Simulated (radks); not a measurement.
Spherical quantum dot in the effective-mass picture: electrons in a hard-walled sphere of radius 9.27, with a point charge +2 (a donor) at the centre, all in effective atomic units (hartree* = m*/eps^2 hartree, bohr* = eps/m* bohr), one dielectric constant everywhere. Calculated with a radial shooting solver with Libxc functionals: non-relativistic Kohn-Sham, LDA (Slater exchange, Perdew-Wang correlation), spin-polarised, spherical densities. Levels are named by radial order and angular momentum (1s, 1p, 1d, 2s, ...), and open shells are averaged over m. Results are scaled to m* = 0.04 and eps = 16.5, for which hartree* = 3.998 meV and bohr* = 21.83 nm. Each electron was tried in the lowest free levels, single moves between levels near the top were tried too, and the lowest total energy was kept; such a search can miss a lower state. At N = 1 the Hartree and exchange-correlation terms need not cancel, so that row can carry a self-interaction error.

N,open shells,2S,E (meV),mu = E(N) - E(N-1) (meV),addition energy mu(N+1) - mu(N) (meV),rms radius (nm)
1,"1s(up 1, down 0)",1,-7.76316,-7.7632,4.194,19.52
2,none,0,-11.3322,-3.5690,3.858,24.76
3,"2s(up 1, down 0)",1,-11.0427,0.28941,0.5659,72.33
4,none,0,-10.1875,0.85526,0.6397,90.59
5,"1p(up 1, down 0)",1,-8.69257,1.4949,0.5100,102.2
6,"1p(up 3, down 0) 2s(up 1, down 0)",4,-6.68769,2.0049,0.5412,110.5
7,"1p(up 3, down 0)",3,-4.14164,2.5460,0.6084,116.3
8,"1p(up 3, down 1)",2,-0.987243,3.1544,0.5009,121.1
9,"1p(up 3, down 2)",1,2.66802,3.6553,0.5045,125.0
10,none,0,6.82775,4.1597,0.7128,128.3
11,"1d(up 1, down 0)",1,11.7003,4.8725,0.4956,131.3
12,"1d(up 2, down 0)",2,17.0685,5.3682,0.4966,133.9
13,"1d(up 3, down 0)",3,22.9333,5.8648,0.4970,136.2
14,"1d(up 4, down 0)",4,29.2951,6.3618,0.4970,138.1
15,"1d(up 5, down 0)",5,36.1538,6.8587,0.6009,139.8
16,"1d(up 5, down 1)",4,43.6134,7.4596,0.4884,141.4
17,"1d(up 5, down 2)",3,51.5614,7.9480,0.4895,142.8
18,"1d(up 5, down 3)",2,59.9988,8.4375,0.4901,144.1
19,"1d(up 5, down 4)",1,68.9264,8.9276,0.4904,145.2
20,none,0,78.3444,9.4180,0.7454,146.3
21,"1f(up 1, down 0)",1,88.5077,10.163,0.4861,147.3
22,"1f(up 2, down 0)",2,99.1573,10.650,0.4863,148.3
23,"1f(up 3, down 0)",3,110.293,11.136,0.4864,149.2
24,"1f(up 4, down 0)",4,121.915,11.622,0.4864,150.1
25,"1f(up 5, down 0)",5,134.024,12.109,0.4863,150.8
26,"1f(up 6, down 0)",6,146.619,12.595,0.4861,151.6
27,"1f(up 7, down 0)",7,159.700,13.081,0.5908,152.3
28,"1f(up 7, down 1)",6,173.372,13.672,0.4813,152.9
29,"1f(up 7, down 2)",5,187.525,14.153,0.4816,153.5
30,"1f(up 7, down 3)",4,202.159,14.635,0.4818,154.1
31,"1f(up 7, down 4)",3,217.276,15.117,0.4819,154.7
32,"1f(up 7, down 5)",2,232.875,15.599,0.4820,155.2
33,"1f(up 7, down 6)",1,248.955,16.081,0.4820,155.7
34,none,0,265.518,16.563,0.7873,156.2
35,"1g(up 1, down 0)",1,282.867,17.350,0.4794,156.7
36,"1g(up 2, down 0)",2,300.697,17.829,0.4794,157.1
37,"1g(up 3, down 0)",3,319.005,18.309,0.4794,157.6
38,"1g(up 4, down 0)",4,337.793,18.788,0.4794,158.0
39,"1g(up 5, down 0)",5,357.060,19.267,0.4793,158.4
40,"1g(up 6, down 0)",6,376.807,19.747,0.4792,158.8
41,"1g(up 7, down 0)",7,397.033,20.226,-,159.2

All shells are closed at N = 2, 4, 10, 20, 34 (there: 1s2 1p6 1d10 2s2 1f14); the second difference of the energy has clear peaks (12 % above both neighbours; the first and last values, which can be the largest, are not judged, and half-filled shells can peak too) at N = 4, 7, 10, 15, 20, 27, 34.
